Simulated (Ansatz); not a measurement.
Molecule (SMILES): Cl[C]Cl (closed-shell singlet).
Atoms: Cl1, C2, Cl3. Bonds: Cl1-C2, C2-Cl3.

Basis-set convergence of the highest harmonic wavenumber at MP2 with Ansatz (an electronic-structure program). Each level at its own minimum, finite differences of forces, unscaled; the reference is a large set that could be run, not a limit. Cartesian d functions, on some or all atoms, in 6-311G**, 6-311+G**; all else is spherical. Cores are frozen. A restricted Hartree-Fock determinant is unstable towards unrestricted orbitals. No added dispersion term, no relativity. Reference: the value in aug-cc-pV(T+d)Z, 790 cm⁻¹, itself unsure by roughly 4 cm⁻¹ (its distance from def2-TZVPPD). Deviations are taken from unrounded values.

| basis | functions | highest harmonic wavenumber (cm⁻¹) |
|---|---|---|
| cc-pV(D+d)Z | 60 | 793 |
| aug-cc-pV(D+d)Z | 87 | 769 |
| 6-311G** | 72 | 790 |
| 6-311+G** | 84 | 806 |
| cc-pV(T+d)Z | 108 | 791 |
| aug-cc-pV(T+d)Z | 156 | 790 |
| def2-TZVPP | 115 | 797 |
| def2-TZVPPD | 139 | 794 |

What the diffuse functions change, pair by pair:
- cc-pV(D+d)Z to aug-cc-pV(D+d)Z: 27 more functions, deviation 3 to -21 cm⁻¹
- 6-311G** to 6-311+G**: 12 more functions, deviation 0 to 16 cm⁻¹
- cc-pV(T+d)Z to aug-cc-pV(T+d)Z: 48 more functions, deviation 1 to 0 cm⁻¹
- def2-TZVPP to def2-TZVPPD: 24 more functions, deviation 7 to 4 cm⁻¹

Leaving out the reference's own pair, they bring the value nearer the reference by more than 4 cm⁻¹ in 0 of 3 pairs.
